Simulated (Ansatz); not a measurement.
The inner images of a band of Cl3GaH2 (6 atoms, charge 0, multiplicity 1) are given out of order.

Level of theory: Ansatz 0.2.0, RKS PBE-D4/def2-SVP.

Image 0:

```xyz
6
Properties=species:S:1:pos:R:3
Ga 0.003 0.203 0.034
H -0.003 0.770 1.492
Cl 1.825 0.109 -1.134
Cl -1.820 0.028 -1.120
Cl 0.056 -2.424 0.957
H 0.089 -2.078 2.210
```

Image 8:

```xyz
6
Properties=species:S:1:pos:R:3
Ga 0.023 -0.780 -0.363
H 0.021 0.281 1.983
Cl 1.851 0.239 -0.820
Cl -1.850 0.166 -0.794
Cl 0.069 -2.825 0.283
H 0.035 -0.474 2.150
```

**Question.** Put them in order from the first end to the last, with their energies above the first end.
A.
```xyz
6
Properties=species:S:1:pos:R:3
Ga 0.007 0.131 0.034
H 0.007 0.565 1.540
Cl 1.835 0.134 -1.122
Cl -1.833 0.054 -1.099
Cl 0.070 -2.469 0.983
H 0.063 -1.808 2.104
```
B.
```xyz
6
Properties=species:S:1:pos:R:3
Ga 0.023 -0.708 -0.283
H 0.020 0.174 1.916
Cl 1.849 0.267 -0.845
Cl -1.847 0.193 -0.820
Cl 0.068 -2.721 0.486
H 0.036 -0.599 1.985
```
C.
```xyz
6
Properties=species:S:1:pos:R:3
Ga 0.009 0.069 0.036
H 0.012 0.385 1.579
Cl 1.852 0.151 -1.084
Cl -1.849 0.073 -1.061
Cl 0.070 -2.514 1.038
H 0.055 -1.558 1.931
```
D.
```xyz
6
Properties=species:S:1:pos:R:3
Ga 0.022 -0.591 -0.184
H 0.021 0.071 1.838
Cl 1.861 0.261 -0.889
Cl -1.857 0.189 -0.866
Cl 0.066 -2.603 0.680
H 0.037 -0.721 1.860
```
E.
```xyz
6
Properties=species:S:1:pos:R:3
Ga 0.019 -0.419 -0.083
H 0.022 0.015 1.749
Cl 1.878 0.226 -0.938
Cl -1.874 0.155 -0.915
Cl 0.065 -2.507 0.858
H 0.039 -0.863 1.767
```
F.
```xyz
6
Properties=species:S:1:pos:R:3
Ga 0.016 -0.233 -0.014
H 0.021 0.059 1.664
Cl 1.887 0.189 -0.976
Cl -1.882 0.117 -0.952
Cl 0.065 -2.453 1.009
H 0.043 -1.072 1.708
```
G.
```xyz
6
Properties=species:S:1:pos:R:3
Ga 0.012 -0.045 0.026
H 0.017 0.206 1.608
Cl 1.877 0.166 -1.026
Cl -1.873 0.090 -1.002
Cl 0.068 -2.486 1.073
H 0.049 -1.325 1.761
```

**Answer.** A (+0.02 eV), C (+0.10 eV), G (+0.24 eV), F (+0.45 eV), E (+0.08 eV), D (-0.40 eV), B (-0.60 eV).

Time of the run: 94 s on 2 threads of Intel(R) Xeon(R) Platinum 8259CL CPU @ 2.50GHz (Skylake/Cascade Lake), on a shared host, peak memory 0.17 GiB.
